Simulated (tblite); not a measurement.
C₇H₆FS (doublet state).
Cartesian coordinates in Å at the GFN2-xTB level; atoms count from 1:
```xyz
15
C7H6FS angstrom
F      2.6789   -1.3454    0.1275
C      2.1806   -0.0713    0.0961
C      0.6822   -0.0566    0.0297
C     -0.0560   -1.2249    0.0074
C     -1.4415   -1.1863   -0.0547
C     -2.1045    0.0332   -0.0957
C     -1.3868    1.2089   -0.0744
C      0.0123    1.1824   -0.0111
S      0.8895    2.6614    0.0163
H      2.6149    0.4223   -0.7823
H      2.5364    0.4356    1.0017
H      0.4606   -2.1720    0.0390
H     -2.0020   -2.1082   -0.0714
H     -3.1824    0.0638   -0.1441
H     -1.8864    2.1652   -0.1057
```

The geometry is computed with GFN2-xTB (gas phase). This method treats the open shell by occupation alone, without spin polarisation.

Masses are those of the commonest isotopes; rigid-rotor values at the optimised geometry. The values belong to one conformer with, in the numbering `[F:1][CH2:2][c:3]1[cH:4][cH:5][cH:6][cH:7][c:8]1[S:9]`, F1–C2–C3–C4 0°.

(1) What are A, B and C (MHz)?

(2) What kind of rotor is it?

(3) What does the inertial defect say?

(4) List the rotational levels J(Ka,Kc) to J = 3 (cm⁻¹).

(5) Estimate the classical rotational partition function at 25 K, 200 K and 298.15 K.

Answers

(1) Ia = 314.50, Ib = 348.28, Ic = 659.56 u·Å²; 505379 MHz·u·Å²/I gives A = 1607, B = 1451, C = 766.2 MHz.

(2) An asymmetric top: κ = (2 × 1451 − 1607 − 766.2)/(1607 − 766.2) = 0.63.

(3) Not planar: Δ = Ic − Ia − Ib = -3.21 u·Å². For a rigid frame Δ = −2 Σ m c², so Σ m c² = 1.61 u·Å² lies off the ab plane, practically all of it from hydrogen. The atom farthest from that plane is 0.89 Å away.

(4) Above 0(0,0):
J = 1: 1(0,1) 0.0740, 1(1,1) 0.0792, 1(1,0) 0.1020
J = 2: 2(0,2) 0.2035, 2(1,2) 0.2042, 2(1,1) 0.2728, 2(2,1) 0.2884, 2(2,0) 0.3068
J = 3: 3(0,3) 0.3825, 3(1,3) 0.3826, 3(1,2) 0.5064, 3(2,2) 0.5103, 3(2,1) 0.5715, 3(3,1) 0.6026, 3(3,0) 0.6159
Those of J = 1 are B + C, A + C and A + B.

(5) Point group Cs, symmetry number σ = 1; q = (√π/σ)·√((kT/h)³/(ABC)), k/h = 20836.6 MHz/K: 15800 at 25 K, 357000 at 200 K, 649000 at 298.15 K.

For this open shell read J as N, the rotation without spin; fine and hyperfine splittings come on top. Its GFN2-xTB frequencies are all real (lowest 58 cm⁻¹). No vibrational averaging or centrifugal distortion is included, and the geometry carries the error of its method.
